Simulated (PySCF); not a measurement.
## Copper: a sound run and one with changed settings

Sound run: Cu⁺ [Ar] 3d10, Cu²⁺ [Ar] 3d9. All numbers are calculated (PySCF 2.14, the spin-free X2C one-electron Hamiltonian (Gaussian nucleus), in cc-pVDZ-DK (6s5p3d1f, 43 functions)). The sound run starts from symmetry-adapted Hartree-Fock orbitals and uses a fine grid where one is needed.

A second run was set up differently.

| species | method | sound run (hartree) | changed run (hartree) | converged |
| --- | --- | --- | --- | --- |
| Cu⁺ | UHF | -1652.90646 | -1652.86804 | no |
| Cu⁺ | MN15 | -1655.55339 | -1655.37244 | no |
| Cu⁺ | LDA | -1651.58966 | -1649.85098 | no |
| Cu²⁺ | UHF | -1652.27520 | -1651.45013 | no |
| Cu²⁺ | MN15 | -1654.80158 | -1645.39610 | no |
| Cu²⁺ | LDA | -1650.80284 | -1635.69218 | no |

Problem. What was changed?
A. angular grid far too coarse
B. radial grid too coarse
C. too few SCF iterations
D. basis contracted for another Hamiltonian

Solution. C. It used initial guess sap, at most 2 SCF cycles. The SCF was stopped early; the energies are upper bounds that still move, and correlated levels were skipped or rest on poor orbitals.
